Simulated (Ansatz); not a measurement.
Input file for Ansatz (an electronic-structure program): R-RI-MP2/def2-QZVPP on CH3FMg (SMILES [CH3][Mg][F]). The basis file is the Basis Set Exchange's JSON of that set.

Ansatz 0.2 input:
```yaml
crystal:
  periodic: [false, false, false]
  atoms:
    - {symbol: Mg, position_ang: [0.56427151, -0.62414457, -0.98422311]}
    - {symbol: C, position_ang: [-0.34261135, 0.37899049, 0.59760086]}
    - {symbol: F, position_ang: [1.33432927, -1.47592902, -2.32739937]}
    - {symbol: H, position_ang: [0.00282447, -0.00694670, 1.57190135]}
    - {symbol: H, position_ang: [-0.11863742, 1.45914832, 0.57250890]}
    - {symbol: H, position_ang: [-1.44017649, 0.26898148, 0.56961138]}
basis:
  gaussian:
    orbitals: def2-QZVPP.json
    fitting: {mean_field: def2-universal-JKFIT, correlation: def2-QZVPP-RIFIT.json}
magnetization: {spin_polarized: false}
correlation: {method: mp2, electrons: outside_noble_gas}
scf: {lower_state_search: off}
```

It printed:

```
WARN ansatz: RAYON_NUM_THREADS=4 ignored (pool sized by the plan → 4); use --threads N
Functional definition: HF
these checks for a lower state are left out or cut short: stability, starts, cluster_reference, orbital_swaps, neighbouring_geometries, increment
integrals: 0.21 GiB planned
318 factors; integrals over basis functions are off by at most 1.7e0 eV
mean field: 0.39 GiB planned
mean field evaluation 1: about -9215.7143 eV, gradient 4.2e1 eV
mean field evaluation 2: about -9217.8896 eV, gradient 2.9e1 eV
mean field evaluation 4: about -9219.0553 eV, gradient 1.0e0 eV
mean field evaluation 8: about -9219.0592 eV, gradient 2.3e-6 eV
mean field -9219.05922337 eV, -338.7941775560 hartree, gradient 2.3e-6 eV, S^2 0.000000; 0 other end points of the search recorded, 0 dependent functions left out
7 core orbitals not correlated
604 factors; their error is unknown
reference -9219.05922337 eV, -338.7941775560 hartree; 8, 8 occupied and 252, 252 virtual orbitals, 604 factors
second order -14.16814722 eV of doubles, -0.00000000 eV of singles
Total energy: -9233.22737058 eV, -339.3148473627 hartree
Checks for a lower state left out: stability, starts, cluster_reference, orbital_swaps, neighbouring_geometries, increment
```

The calculation finished and met its thresholds.

Cost: about 1.6 core-seconds (a rough figure).
